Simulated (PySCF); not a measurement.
**Vertical excitation energies**

Compound: C4H12OSi.
Numbering: `[CH3:1][CH2:2][CH2:3][CH2:4][O:5][SiH3:6]` (hydrogens: H7, H8, H9 on C1; H10, H11 on C2; H12, H13 on C3; H14, H15 on C4; H16, H17, H18 on Si6)

Computed with PySCF 2.14.0, density-fitted response routines, TDDFT CAM-B3LYP/def2-SVPD, vertical, gas phase, core orbitals frozen in the response. Geometry: PBE0-D3(BJ)/def2-SVP, one conformer, isolated molecule. Torsions of this conformer, `[CH3:1][CH2:2][CH2:3][CH2:4][O:5][SiH3:6]`: C1–C2–C3–C4 177°, C2–C3–C4–O5 -62°, C3–C4–O5–Si6 172°.

| state | E (eV) | ν̃ (cm⁻¹) | f | \|μ\| (D) | main configurations (H = HOMO, L = LUMO) |
| --- | --- | --- | --- | --- | --- |
| S1 | 7.12 | 57440 | 0.0016 | 0.25 | H→L (87%) |
| S2 | 7.91 | 63820 | 0.016 | 0.72 | H-1→L (77%), H-4→L (9%) |
| S3 | 8.05 | 64930 | 0.056 | 1.35 | H→L+1 (80%) |
| S4 | 8.25 | 66570 | 0.0047 | 0.39 | H→L+4 (45%), H→L+3 (29%), H→L+5 (16%) |
| S5 | 8.51 | 68620 | 0.0048 | 0.38 | H→L+3 (32%), H→L+2 (28%) |
| S6 | 8.70 | 70140 | 0.014 | 0.66 | H-1→L+1 (31%), H-4→L (21%), H-1→L (12%) |
| S7 | 8.73 | 70430 | 0.015 | 0.67 | H→L+4 (23%), H→L+6 (15%), H→L+3 (12%) |
| S8 | 8.84 | 71270 | 0.014 | 0.63 | H-5→L (23%), H-3→L (20%), H-2→L (11%) |
| S9 | 8.89 | 71720 | 0.015 | 0.66 | H-2→L+2 (16%), H-2→L (13%), H→L+5 (9%) |
| S10 | 9.00 | 72610 | 0.012 | 0.58 | H→L+5 (30%), H→L+6 (16%), H→L+4 (8%) |

Triplets, Tamm–Dancoff:

| state | E (eV) | λ (nm) | main configurations (H = HOMO, L = LUMO) |
| --- | --- | --- | --- |
| T1 | 6.80 | 182.4 | H→L (80%) |
| T2 | 7.52 | 165.0 | H-1→L (64%), H-4→L (15%) |
| T3 | 7.78 | 159.3 | H→L+1 (68%) |
| T4 | 7.97 | 155.6 | H→L+3 (36%), H→L+4 (34%), H→L+5 (11%) |

The lowest singlet comes at 174 nm (687 kJ/mol) in the vacuum ultraviolet; it is very weak; its leading configuration is HOMO→LUMO (87%). The strongest level in the table is S3 at 8.05 eV (154 nm, f = 0.056). Löwdin shares by element: HOMO oxygen 47%, carbon 12% or more, silicon 10%, hydrogen 7% or more (atoms not listed hold the other 24%); LUMO silicon 32%, hydrogen 19% or more, carbon 10% or more (atoms not listed hold the other 39%). Of the 10 states listed, 7 reach f = 0.01 and none stays under 0.0005. Weighted by f, the mean energy of these states is 8.40 eV. The oscillator strengths of these states sum to 0.152; summed over the whole spectrum of an exact calculation they would give the number of electrons, 58 (Thomas–Reiche–Kuhn). No computed singlet lies in the visible range (380 to 750 nm); the lowest, at 174 nm, stands 3.86 eV above its violet end (3.26 eV). All these states lie below the vertical ionisation energy of 10.24 eV (ΔSCF). Only the lowest 10 singlets were computed, as vertical energies without vibronic structure.

Time: 3.7 min. Hardware: Arm Neoverse V2, one thread (shared host).
